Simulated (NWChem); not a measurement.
The numbers come from NWChem runs, not from measurements. System: tetramethylurea (C5H12N2O), charge 0, spin multiplicity 1, at a geometry optimised with PBE0/def2-SVP. Level: MP2/def2-SVP, 8 core orbitals frozen.

Input file:

```
start mol
memory heap 200 mb stack 900 mb global 1100 mb
geometry units angstroms nocenter noautoz
  C     -2.312191    -0.674611    -0.563328
  N     -1.153037    -0.213945     0.160120
  C     -1.434431     0.495820     1.385289
  C      0.000000     0.000000    -0.578414
  O      0.000000     0.000000    -1.796742
  N      1.153037     0.213945     0.160120
  C      2.312191     0.674611    -0.563328
  C      1.434431    -0.495820     1.385289
  H     -2.949509     0.162684    -0.906336
  H     -2.921379    -1.327867     0.082417
  H     -1.990899    -1.233950    -1.449533
  H     -2.282952     1.189642     1.238610
  H     -1.700912    -0.185356     2.213279
  H     -0.568778     1.095238     1.691162
  H      2.921379     1.327867     0.082417
  H      2.949509    -0.162684    -0.906336
  H      1.990899     1.233950    -1.449533
  H      2.282952    -1.189642     1.238610
  H      1.700912     0.185356     2.213279
  H      0.568778    -1.095238     1.691162
  symmetry group C2
end
basis spherical
  * library def2-svp
end
scf
  rhf
  nopen 0
  maxiter 100
  thresh 1e-7
  semidirect memsize 60000000 filesize 0
end
mp2
  freeze core 8
end
task mp2 energy
```

Part of the output:

```
             Northwest Computational Chemistry Package (NWChem) 7.3.0
             --------------------------------------------------------

                                NWChem Input Module
                                -------------------

 Scaling coordinates for geometry "geometry" by  1.889725989
 (inverse scale =  0.529177249)

 Turning off AUTOSYM since
 SYMMETRY directive was detected!

                             Geometry "geometry" -> ""
                             -------------------------

 Output coordinates in angstroms (scale by  1.889725989 to convert to a.u.)

  No.       Tag          Charge          X              Y              Z
 ---- ---------------- ---------- -------------- -------------- --------------
    1 C                    6.0000    -2.31219100    -0.67461100    -0.56332800
    2 N                    7.0000    -1.15303700    -0.21394500     0.16012000
    3 C                    6.0000    -1.43443100     0.49582000     1.38528900
    4 C                    6.0000     0.00000000     0.00000000    -0.57841400
    5 O                    8.0000     0.00000000     0.00000000    -1.79674200
    6 N                    7.0000     1.15303700     0.21394500     0.16012000
    7 C                    6.0000     2.31219100     0.67461100    -0.56332800
    8 C                    6.0000     1.43443100    -0.49582000     1.38528900
    9 H                    1.0000    -2.94950900     0.16268400    -0.90633600
   10 H                    1.0000    -2.92137900    -1.32786700     0.08241700
   11 H                    1.0000    -1.99089900    -1.23395000    -1.44953300
   12 H                    1.0000    -2.28295200     1.18964200     1.23861000
   13 H                    1.0000    -1.70091200    -0.18535600     2.21327900
   14 H                    1.0000    -0.56877800     1.09523800     1.69116200
   15 H                    1.0000     2.92137900     1.32786700     0.08241700
   16 H                    1.0000     2.94950900    -0.16268400    -0.90633600
   17 H                    1.0000     1.99089900     1.23395000    -1.44953300
   18 H                    1.0000     2.28295200    -1.18964200     1.23861000
   19 H                    1.0000     1.70091200     0.18535600     2.21327900
   20 H                    1.0000     0.56877800    -1.09523800     1.69116200

 Effective nuclear repulsion energy (a.u.)     416.3378326541

            Nuclear Dipole moment (a.u.)
            ----------------------------
        X                 Y               Z
 ---------------- ---------------- ----------------
     0.0000000000     0.0000000000    -0.0000188973

      Symmetry information
      --------------------

 Group name             C2
 Group number              4
 Group order               2
 No. of unique centers    11

      Symmetry unique atoms

     1    2    3    4    5    9   10   11   12   13   14


 Summary of "ao basis" -> "" (spherical)
 ------------------------------------------------------------------------------
       Tag                 Description            Shells   Functions and Types
 ---------------- ------------------------------  ------  ---------------------
 *                          def2-svp                  on all atoms

 Summary of "ao basis" -> "ao basis" (spherical)
 ------------------------------------------------------------------------------
       Tag                 Description            Shells   Functions and Types
 ---------------- ------------------------------  ------  ---------------------
 C                          def2-svp                 6       14   3s2p1d
 N                          def2-svp                 6       14   3s2p1d
 O                          def2-svp                 6       14   3s2p1d
 H                          def2-svp                 3        5   2s1p

                                 NWChem SCF Module
                                 -----------------

  ao basis        = "ao basis"
  functions       =   172
  atoms           =    20
  closed shells   =    32
  open shells     =     0
  charge          =   0.00
  wavefunction    = RHF
  use symmetry    = T
  symmetry adapt  = T

 Summary of "ao basis" -> "ao basis" (spherical)
 ------------------------------------------------------------------------------
       Tag                 Description            Shells   Functions and Types
 ---------------- ------------------------------  ------  ---------------------
 C                          def2-svp                 6       14   3s2p1d
 N                          def2-svp                 6       14   3s2p1d
 O                          def2-svp                 6       14   3s2p1d
 H                          def2-svp                 3        5   2s1p

      Symmetry analysis of basis
      --------------------------

        a          88
        b          84

 Forming initial guess at       0.1s

      Superposition of Atomic Density Guess
      -------------------------------------

 Sum of atomic energies:        -377.29491779

      Non-variational initial energy
      ------------------------------

 Total energy =    -382.722513
 1-e energy   =   -1335.908811
 2-e energy   =     536.848466
 HOMO         =      -0.250752
 LUMO         =       0.069856

      Symmetry analysis of molecular orbitals - initial
      -------------------------------------------------

  Numbering of irreducible representations:

     1 a           2 b

  Orbital symmetries:

     1 a           2 a           3 b           4 a           5 b
     6 a           7 b           8 a           9 a          10 b
    11 a          12 a          13 b          14 a          15 b
[...]
   28   -0.5224
   29   -0.5178
   30   -0.4331
   31   -0.3737
   32   -0.3665
   33    0.1633
   34    0.1845
   35    0.2158
   36    0.2210
   37    0.2322
   38    0.2424
   39    0.2524
   40    0.2634
   41    0.2735
   42    0.2834

                       ROHF Final Molecular Orbital Analysis
                       -------------------------------------

 Vector   30  Occ=2.000000D+00  E=-4.331440D-01  Symmetry=b
              MO Center= -4.3D-15, -1.2D-15, -1.3D+00, r^2= 2.0D+00
   Bfn.  Coefficient  Atom+Function         Bfn.  Coefficient  Atom+Function
  ----- ------------  ---------------      ----- ------------  ---------------
    60      0.521584   5 O  px               63      0.387060   5 O  px
    61      0.216699   5 O  py               17      0.211476   2 N  s
    73     -0.211476   6 N  s                64      0.166672   5 O  py

 Vector   31  Occ=2.000000D+00  E=-3.737296D-01  Symmetry=b
              MO Center=  3.0D-14,  1.2D-15, -3.9D-01, r^2= 3.8D+00
   Bfn.  Coefficient  Atom+Function         Bfn.  Coefficient  Atom+Function
  ----- ------------  ---------------      ----- ------------  ---------------
    61      0.311675   5 O  py               64      0.267156   5 O  py
    19      0.263819   2 N  py               75      0.263819   6 N  py
    22     -0.252173   2 N  py               78     -0.252173   6 N  py
    60     -0.205404   5 O  px               63     -0.162862   5 O  px

 Vector   32  Occ=2.000000D+00  E=-3.664631D-01  Symmetry=a
              MO Center= -3.7D-14, -8.1D-15,  2.3D-01, r^2= 4.2D+00
   Bfn.  Coefficient  Atom+Function         Bfn.  Coefficient  Atom+Function
  ----- ------------  ---------------      ----- ------------  ---------------
    19      0.338275   2 N  py               75     -0.338275   6 N  py
    22     -0.324916   2 N  py               78      0.324916   6 N  py
    20     -0.154148   2 N  pz               76     -0.154148   6 N  pz

 Vector   33  Occ=0.000000D+00  E= 1.633166D-01  Symmetry=a
              MO Center= -9.2D-16,  1.5D-15,  1.4D+00, r^2= 9.9D+00
   Bfn.  Coefficient  Atom+Function         Bfn.  Coefficient  Atom+Function
  ----- ------------  ---------------      ----- ------------  ---------------
    31      1.729800   3 C  s               101      1.729800   8 C  s
     3      0.929533   1 C  s                87      0.929533   7 C  s
   134     -0.876852  13 H  s               164     -0.876852  19 H  s
   139     -0.717269  14 H  s               169     -0.717269  20 H  s
   129     -0.617188  12 H  s               159     -0.617188  18 H  s

 Vector   34  Occ=0.000000D+00  E= 1.844534D-01  Symmetry=b
              MO Center= -4.3D-15,  2.5D-15,  4.1D-01, r^2= 1.2D+01
   Bfn.  Coefficient  Atom+Function         Bfn.  Coefficient  Atom+Function
  ----- ------------  ---------------      ----- ------------  ---------------
     3      1.210013   1 C  s                87     -1.210013   7 C  s
    31      1.109733   3 C  s               101     -1.109733   8 C  s
   129     -0.823132  12 H  s               159      0.823132  18 H  s
   114     -0.745862   9 H  s               149      0.745862  16 H  s
   134     -0.658935  13 H  s               164      0.658935  19 H  s

 Vector   35  Occ=0.000000D+00  E= 2.157973D-01  Symmetry=b
              MO Center=  6.2D-15,  3.7D-15,  4.1D-01, r^2= 8.4D+00
   Bfn.  Coefficient  Atom+Function         Bfn.  Coefficient  Atom+Function
  ----- ------------  ---------------      ----- ------------  ---------------
   119      0.896290  10 H  s               144     -0.896290  15 H  s
     3     -0.774669   1 C  s                87      0.774669   7 C  s
   134      0.537962  13 H  s               164     -0.537962  19 H  s
   139     -0.497071  14 H  s               169      0.497071  20 H  s
   129     -0.468278  12 H  s               159      0.468278  18 H  s

 center of mass
 --------------
 x =  -0.00000000 y =  -0.00000000 z =  -0.09252378

 moments of inertia (a.u.)
 ------------------
         587.510005550949        -117.790251383690          -0.000000000000
        -117.790251383690        1460.710541875409          -0.000000000000
          -0.000000000000          -0.000000000000        1088.326220591581

  Mulliken analysis of the total density
  --------------------------------------

    Atom       Charge   Shell Charges
 -----------   ------   -------------------------------------------------------
    1 C    6     5.84   1.99  0.86  0.16  2.01  0.77  0.05
    2 N    7     7.66   1.99  0.94  0.59  2.47  1.65  0.03
    3 C    6     5.85   1.99  0.85  0.17  2.00  0.79  0.05
    4 C    6     5.34   1.99  0.90  0.03  1.87  0.39  0.16
    5 O    8     8.46   1.99  1.06  0.73  2.82  1.84  0.02
    6 N    7     7.66   1.99  0.94  0.59  2.47  1.65  0.03
    7 C    6     5.84   1.99  0.86  0.16  2.01  0.77  0.05
    8 C    6     5.85   1.99  0.85  0.17  2.00  0.79  0.05
    9 H    1     0.97   0.76  0.19  0.02
   10 H    1     0.97   0.76  0.19  0.02
   11 H    1     0.93   0.75  0.16  0.03
   12 H    1     0.96   0.76  0.18  0.02
   13 H    1     0.96   0.76  0.18  0.02
   14 H    1     0.94   0.75  0.16  0.03
   15 H    1     0.97   0.76  0.19  0.02
   16 H    1     0.97   0.76  0.19  0.02
   17 H    1     0.93   0.75  0.16  0.03
   18 H    1     0.96   0.76  0.18  0.02
   19 H    1     0.96   0.76  0.18  0.02
   20 H    1     0.94   0.75  0.16  0.03

       Multipole analysis of the density wrt the origin
       ------------------------------------------------

     L   x y z        total         open         nuclear
     -   - - -        -----         ----         -------
     0   0 0 0     -0.000000      0.000000     64.000000

     1   1 0 0      0.000000      0.000000      0.000000
     1   0 1 0      0.000000      0.000000      0.000000
     1   0 0 1      1.448432      0.000000     -0.000019

     2   2 0 0    -33.097665      0.000000    595.336379
     2   1 1 0      0.339795      0.000000     68.928190
     2   1 0 1     -0.000000      0.000000     -0.000000
     2   0 2 0    -36.888934      0.000000     74.903165
     2   0 1 1      0.000000      0.000000     -0.000000
     2   0 0 2    -41.312153      0.000000    283.804192

                   NWChem MP2 Semi-direct Energy/Gradient Module
                   ---------------------------------------------

  Basis functions       =    172
  Molecular orbitals    =    172
  Frozen core           =      8
  Frozen virtuals       =      0
  Active alpha occupied =     24
  Active beta occupied  =     24
  Active alpha virtual  =    140
  Active beta virtual   =    140
  Use MO symmetry       = T
  Use skeleton AO sym   = T

  AO/Fock/Back tols     =   1.0D-09  1.0D-09  1.0D-09

 GA uses MA = F    GA memory limited = T

 Available:
  local mem=  1.26D+08
 global mem=  1.44D+08
 local disk=  0.00D+00
  mp2_memr nvloc                   140
  nvloc new                   140
   1 passes of  24:        3145728                     146031                 154617312.
   1 passes of  24: M    126104429           G      144120032           F     122958701.
  mp2_memr nvloc                   140
  nvloc new                   140
   2 passes of  12:        3145728                     103191                  77333952.
   2 passes of  12: M    126104429           G      144120032           F     122958701.

 Semi-direct pass number   1 of   2  for RHF alpha+beta  at       15.8s
  vrange nnbf                 13530
  mp2_eaftype                   295  avail_ma_in_mb                  1099
 EAF : mp2_eaftype filesize         295   38666976.
  mp2_eaf for mointskh                    295
Node 0 wrote    181.8 Mb in      0.1 s     Agg I/O rate:  1713.0 Mb/s
 Done moints_semi at       36.7s
  mp2_eaftype                   295  avail_ma_in_mb                   804
 EAF : mp2_eaftype filesize         295   38666976.
  mp2_eaf for kh                   295
 Done maket at       37.5s
 Semi-direct pass number   2 of   2  for RHF alpha+beta  at       37.5s
  vrange nnbf                 13530
  mp2_eaftype                   295  avail_ma_in_mb                   804
 EAF : mp2_eaftype filesize         295   38666976.
  mp2_eaf for mointskh                    295
Node 0 wrote    181.8 Mb in      0.1 s     Agg I/O rate:  1823.8 Mb/s
 Done moints_semi at       54.5s
  mp2_eaftype                   295  avail_ma_in_mb                   804
 EAF : mp2_eaftype filesize         295   38666976.
  mp2_eaf for kh                   295
 Done maket at       55.1s
 Done multipass loop at       55.1s

          -------------------------------------------
          SCF energy                -379.809690732110
          Correlation energy          -1.219566697828
          Singlet pairs               -0.770182604260
          Triplet pairs               -0.449384093568
          Total MP2 energy          -381.029257429937
          -------------------------------------------

          ---------------------------------------------------
                    Spin Component Scaled (SCS) MP2
          Same spin pairs                     -0.299589395712
          Same spin scaling factor             0.333333333333
          Opposite spin pairs                 -0.919977302116
          Opposite spin scaling fact.          1.200000000000
          SCS-MP2 correlation energy          -1.203835894443
          Total SCS-MP2 energy              -381.013526626553
          ---------------------------------------------------

 -----------------------
 Performance information
 -----------------------

 Timer overhead =  1.60D-07 seconds/call

               Nr. of calls         CPU time (s)                 Wall time (s)                GFlops
             ---------------    -------------------     ------------------------------   -------------------
Name         Min   Avg   Max    Min     Avg     Max     Min     Avg     Max   Mx/calls   Min     Max     Sum
mp2: moin     2     2     2    38.     38.     38.      38.     38.     38.     19.      0.0     0.0     0.0
mp2: make     2     2     2    1.4     1.4     1.4      1.4     1.4     1.4    0.70      0.0     0.0     0.0
mp2: tota     1     1     1    39.     39.     39.      39.     39.     39.     39.      0.0     0.0     0.0

 The average no. of pstat calls per process was 5.00D+00
 with a timing overhead of 8.01D-07s

 Task  times  cpu:       55.1s     wall:       55.1s

 Total times  cpu:       55.1s     wall:       55.1s
```
